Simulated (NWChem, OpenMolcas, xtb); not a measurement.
SbH3 (stibine): the dipole moment, rung by rung

SbH3 has 4 atoms, charge 0, and is taken as a singlet. SMILES: `[SbH3]`. Geometry: relaxed at PBE0-D4/def2-TZVP.

Quantity: the dipole moment, in D. The values are calculated.

```tsv
level	kind	program	value (D)	CPU time
GFN2-xTB	semi-empirical	xtb	1.11	under 2 s
GFN0-xTB	semi-empirical	xtb	3.28	under 2 s
GFN1-xTB	semi-empirical	xtb	2.25	under 2 s
HF/ANO-R0 (sfX2C)	Hartree–Fock	OpenMolcas	1.22	2.5 s
HF/STO-3G	Hartree–Fock	NWChem	0.66	1.7 s
M06-L/def2-TZVPP (core potential)	meta-GGA	OpenMolcas	0.51	15 s
r2SCAN0/6-31G*/SBKJC-VDZ (core potential, spherical functions)	hybrid meta-GGA	NWChem	0.67	1.6 s
PBE0/STO-3G	global hybrid	NWChem	1.07	3.2 s
```

All-electron rows without a relativistic Hamiltonian named are non-relativistic, while core potentials hold scalar relativity, so basis and relativity change together. The values span 0.51 to 3.28 D. Magnitudes only. Sets without polarisation functions give poor dipoles. Times are those of the runs behind each value, whatever else they computed, on shared processors of several kinds: orders of magnitude only.
